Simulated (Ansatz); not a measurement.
Species: CsCl, charge -1, multiplicity 2. SMILES of the parent species: [Cs][Cl]
Coordinates optimised at B3LYP-D3(BJ)/def2-TZVP (Ansatz, a program for electronic structure):
```xyz
2

Cs     0.0000     0.0000    -0.7361
Cl     0.0000     0.0000     2.3815
```
Charge -1, spin multiplicity 2.

Q: Give the harmonic wavenumbers at B3LYP-D3(BJ)/def2-TZVP (Ansatz, finite differences of forces, unscaled).

A: 160 cm⁻¹. Zero-point energy 0.2 kcal/mol.

Q: From these and the geometry, give the ideal-gas thermochemistry at 298.15 K and 1 atm (rigid rotor, harmonic oscillator).

A: Point group C∞v, rotational symmetry number 1. Rotational constants 1.858, 1.858 GHz. S(trans) 41.27, S(rot) 18.11, S(vib) 2.55, S(elec, spin only) 1.38, S 63.3 cal/(mol K). H(298) - H(0) 2.47 kcal/mol; G - E(el) -16.2 kcal/mol.
